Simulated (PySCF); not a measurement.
SMILES C(C=C)(=C)CB(C)C, C₇H₁₃B

Molfile (atoms numbered from 1):
```
C7H13B
     RDKit          3D

 21 20  0  0  0  0  0  0  0  0999 V2000
   -1.5059    1.2294   -1.4047 C   0  0  0  0  0  0  0  0  0  0  0  0
   -1.8296   -0.0311   -1.1423 C   0  0  0  0  0  0  0  0  0  0  0  0
   -1.2831   -0.8359   -0.0566 C   0  0  0  0  0  0  0  0  0  0  0  0
   -1.5787   -2.1332    0.0243 C   0  0  0  0  0  0  0  0  0  0  0  0
   -0.3828   -0.1575    0.9345 C   0  0  0  0  0  0  0  0  0  0  0  0
    1.0440    0.2824    0.3942 B   0  0  0  0  0  0  0  0  0  0  0  0
    1.7154   -0.4590   -0.8221 C   0  0  0  0  0  0  0  0  0  0  0  0
    1.8261    1.4310    1.1429 C   0  0  0  0  0  0  0  0  0  0  0  0
   -0.7862    1.7707   -0.8149 H   0  0  0  0  0  0  0  0  0  0  0  0
   -1.9423    1.7640   -2.2316 H   0  0  0  0  0  0  0  0  0  0  0  0
   -2.5491   -0.5387   -1.7737 H   0  0  0  0  0  0  0  0  0  0  0  0
   -1.1869   -2.7610    0.8072 H   0  0  0  0  0  0  0  0  0  0  0  0
   -2.2175   -2.6169   -0.6964 H   0  0  0  0  0  0  0  0  0  0  0  0
   -0.1985   -0.8498    1.7623 H   0  0  0  0  0  0  0  0  0  0  0  0
   -0.9160    0.6918    1.3698 H   0  0  0  0  0  0  0  0  0  0  0  0
    2.3883    0.1764   -1.3944 H   0  0  0  0  0  0  0  0  0  0  0  0
    2.3273   -1.2737   -0.4315 H   0  0  0  0  0  0  0  0  0  0  0  0
    1.0024   -0.9088   -1.5086 H   0  0  0  0  0  0  0  0  0  0  0  0
    1.6632    2.3724    0.6161 H   0  0  0  0  0  0  0  0  0  0  0  0
    1.4980    1.5888    2.1681 H   0  0  0  0  0  0  0  0  0  0  0  0
    2.9029    1.2758    1.1502 H   0  0  0  0  0  0  0  0  0  0  0  0
  1  2  2  0
  2  3  1  0
  3  4  2  0
  3  5  1  0
  5  6  1  0
  6  7  1  0
  6  8  1  0
  1  9  1  0
  1 10  1  0
  2 11  1  0
  4 12  1  0
  4 13  1  0
  5 14  1  0
  5 15  1  0
  7 16  1  0
  7 17  1  0
  7 18  1  0
  8 19  1  0
  8 20  1  0
  8 21  1  0
M  END
```

Level of theory: GIAO OPBE/6-31G* magnetisability, rotational g tensor and spin-rotation constants, non-relativistic, gas phase in PySCF. Geometry: GFN2-xTB.

Problem. What are the magnetisability and the molar susceptibility?

Solution. Isotropic -1266 × 10⁻³⁰ J/T², or -76.2 × 10⁻⁶ cm³/mol; principal values -1417, -1283, -1098 × 10⁻³⁰ J/T², anisotropy 277 × 10⁻³⁰ J/T² (root of half the summed squared differences of the principal values). The susceptibility is in cgs units.

Problem. Split it along the inertial axes a, b, c into diamagnetic and paramagnetic parts about the centre of mass, with the quadrupole moment.

Solution. 
| axis | χ (10⁻⁶ cm³/mol) | diamagnetic (10⁻⁶ cm³/mol) | paramagnetic (10⁻⁶ cm³/mol) | summed x² of all electrons (Å²) | quadrupole Θ (D Å) |
| --- | --- | --- | --- | --- | --- |
| a | -69.5 | -593.4 | 523.9 | 186.6 | +0.30 |
| b | -77.4 | -1022.5 | 945.2 | 85.5 | +3.70 |
| c | -81.9 | -1154.3 | 1072.4 | 54.4 | -4.00 |

Anisotropies 2χaa − χbb − χcc = +20.3 and 2χbb − χaa − χcc = -3.4 × 10⁻⁶ cm³/mol. Θ is traceless in Buckingham's convention.

Problem. And the rotational g tensor?

Solution. 
| axis | rotational constant (GHz) | g | nuclear part | electronic part |
| --- | --- | --- | --- | --- |
| a | 2.6628 | -0.0224 | 0.6329 | -0.6553 |
| b | 1.3825 | -0.0078 | 0.6060 | -0.6139 |
| c | 1.1975 | -0.0017 | 0.6016 | -0.6034 |

Asymmetric top; isotopes 11B, 12C, 1H; no vibrational averaging.
